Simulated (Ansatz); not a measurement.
Calculated with Ansatz (gas phase, PBE0-D4/def2-TZVP geometries, no zero-point term in ΔE). CCSD(T)/CBS is the MP2 limit (def2-TZVPP, def2-QZVPP) plus CCSD(T) − MP2 in def2-TZVPP, frozen cores. This one scheme is used for every species. DFT in def2-TZVPP. B3LYP here is the variant with VWN-RPA as its local correlation; programs differ in this. Each species was taken in one conformer, which may not be the lowest.

Reaction (cleavage of the Si–Al bond): `O[SiH2][AlH][F]` + `C=C[SiH2]N` → `C=C[SiH2]N[SiH2]O` + `[F][AlH2]`

```
             level  ΔE (kJ/mol)  difference from CCSD(T)/CBS
            PBE-D4        -65.7                         23.2
         r2SCAN-D4        -82.2                          6.7
           PBE0-D4        -73.6                         15.3
          B3LYP-D4        -85.8                          3.1
           ωB97X-V        -84.8                          4.1
           ωB97M-V        -92.9                         -4.0
            B2PLYP        -85.4                          3.5
               PBE        -58.6                         30.3
            r2SCAN        -79.9                          9.0
              PBE0        -67.2                         21.7
             B3LYP        -74.8                         14.1
     HF/def2-TZVPP        -93.4                         -4.5
    MP2/def2-TZVPP        -99.7                        -10.8
SCS-MP2/def2-TZVPP        -97.8                         -8.9
   CCSD/def2-TZVPP        -89.2                         -0.3
CCSD(T)/def2-TZVPP        -89.5                         -0.6
     HF/def2-QZVPP        -94.7                         -5.8
    MP2/def2-QZVPP        -99.8                        -10.9
SCS-MP2/def2-QZVPP        -97.8                         -8.9
      HF/CBS(def2)        -94.8                         -5.9
     MP2/CBS(def2)        -99.1                        -10.2
    CCSD/CBS(def2)        -88.6                          0.3
       CCSD(T)/CBS        -88.9                            0
```

Largest T1 diagnostic among the species: 0.013.

The D4 term adds −11.0 kJ/mol with B3LYP and −6.3 kJ/mol with PBE0; it sums over pairs of atoms, weighted by their polarisabilities, and B3LYP, whose exchange is more repulsive, gets the larger term. From PBE to PBE0 (25 % exact exchange), in def2-TZVPP and without D4, ΔE moves by −8.7 kJ/mol.
